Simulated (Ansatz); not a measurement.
A nudged elastic band was laid between two geometries of C$_{3}$H$_{8}$BClS (14 atoms, charge 0, multiplicity 1).

Computed with Ansatz 0.2.0, RKS PBE0/6-31G.

```
movable images  : 7
climbing image  : yes
spring          : 5.0 eV/Å²
optimiser       : quadratic models (default)
start path      : through a guess of the saddle point
force threshold : 0.03 eV/Å
iteration limit : 33
end points      : relaxed
```

First end point:

```xyz
14
Properties=species:S:1:pos:R:3
C -0.173 -1.896 0.198
B 0.537 -0.517 0.433
S 2.338 -0.522 0.709
C -0.346 0.795 0.376
C -0.672 1.198 -1.061
Cl 0.445 2.295 1.229
H -0.975 -1.835 -0.548
H 0.512 -2.698 -0.091
H -0.652 -2.202 1.141
H 2.518 0.817 0.969
H -1.269 0.657 0.949
H 0.239 1.415 -1.626
H -1.201 0.379 -1.564
H -1.312 2.084 -1.084
```

Last end point:

```xyz
14
Properties=species:S:1:pos:R:3
C -0.255 -2.375 1.446
B 1.444 0.462 -0.714
S 2.921 -0.093 -1.161
C 0.038 0.973 -0.361
C -0.558 1.967 -1.347
Cl 0.192 1.786 1.348
H -1.142 -2.464 0.813
H 0.646 -2.426 0.831
H -0.246 -3.197 2.165
H -0.278 -1.426 1.988
H -0.644 0.135 -0.181
H 0.091 2.836 -1.478
H -0.688 1.481 -2.322
H -1.535 2.310 -0.999
```

Question: Which bonds break or form, and what moves?

Answer: Bonds broken: C1–B2, S3–H10. Bonds formed: C1–H10. C3H8BClS becomes C2H4BClS + CH4.

Question: What energy profile does the band end with?

Answer: The forces met the threshold. The highest image is number 5 of 0 to 8, 225.6 kJ/mol above the first end and 178.9 kJ/mol above the last; the last end lies 46.7 kJ/mol above the first. The profile has 3 maxima (images 1, 3, 5) with wells between them (images 2, 4): this band takes more than one step, which may be the mechanism or a detour left from its start path. Neighbouring images differ by up to 2.3 eV, so the band resolves the path poorly. A vibrational analysis at the climbing image gives one clearly imaginary mode, 1160i cm⁻¹: a first-order saddle point. The orbitals stay closed-shell, which can raise the energy where a bond breaks towards radicals; this wasn't checked here. Limits of this set-up: no polarisation functions.

```json
{"image": "0", "path coordinate (Å)": "0.00", "energy (kJ/mol)": "0.0", "C1–B2 (Å)": "1.57", "S3–H10 (Å)": "1.38", "C1–H10 (Å)": "3.90"}
{"image": "1", "path coordinate (Å)": "2.44", "energy (kJ/mol)": "9.2", "C1–B2 (Å)": "1.57", "S3–H10 (Å)": "1.37", "C1–H10 (Å)": "3.91"}
{"image": "2", "path coordinate (Å)": "4.89", "energy (kJ/mol)": "5.6", "C1–B2 (Å)": "1.56", "S3–H10 (Å)": "1.37", "C1–H10 (Å)": "3.93"}
{"image": "3", "path coordinate (Å)": "7.34", "energy (kJ/mol)": "12.1", "C1–B2 (Å)": "1.57", "S3–H10 (Å)": "1.36", "C1–H10 (Å)": "3.10"}
{"image": "4", "path coordinate (Å)": "9.78", "energy (kJ/mol)": "4.2", "C1–B2 (Å)": "1.56", "S3–H10 (Å)": "1.37", "C1–H10 (Å)": "2.88"}
{"image": "5", "path coordinate (Å)": "12.22", "energy (kJ/mol)": "225.6", "C1–B2 (Å)": "1.75", "S3–H10 (Å)": "1.79", "C1–H10 (Å)": "1.35"}
{"image": "6", "path coordinate (Å)": "14.42", "energy (kJ/mol)": "53.0", "C1–B2 (Å)": "3.30", "S3–H10 (Å)": "2.97", "C1–H10 (Å)": "1.09"}
{"image": "7", "path coordinate (Å)": "16.62", "energy (kJ/mol)": "47.7", "C1–B2 (Å)": "3.99", "S3–H10 (Å)": "3.97", "C1–H10 (Å)": "1.09"}
{"image": "8", "path coordinate (Å)": "18.82", "energy (kJ/mol)": "46.7", "C1–B2 (Å)": "3.95", "S3–H10 (Å)": "4.68", "C1–H10 (Å)": "1.09"}
```

Question: What is the geometry of the highest image?

Answer: 
```xyz
14
Properties=species:S:1:pos:R:3:forces:R:3
C 0.235 -1.752 0.985 0.00 0.00 0.00
B 0.551 -0.418 -0.100 0.00 0.00 0.00
S 2.037 -0.506 -1.066 0.00 0.00 0.00
C -0.601 0.657 -0.088 0.00 0.00 0.00
C -0.425 1.783 -1.083 0.00 0.00 0.00
Cl -0.630 1.399 1.679 0.00 0.00 0.00
H -0.705 -2.161 0.610 0.00 0.00 0.00
H 0.879 -2.614 1.232 0.00 0.00 0.00
H 0.096 -1.202 1.919 0.00 0.00 0.00
H 1.279 -1.590 0.144 0.00 0.00 0.00
H -1.596 0.205 -0.165 0.00 0.00 0.00
H 0.548 2.265 -0.964 0.00 0.00 0.00
H -0.469 1.371 -2.098 0.00 0.00 0.00
H -1.212 2.534 -0.976 0.00 0.00 0.00
```

Time of the run: 18 min on 1 thread of Arm Neoverse V1 (shared host), peak memory 0.2 GiB.
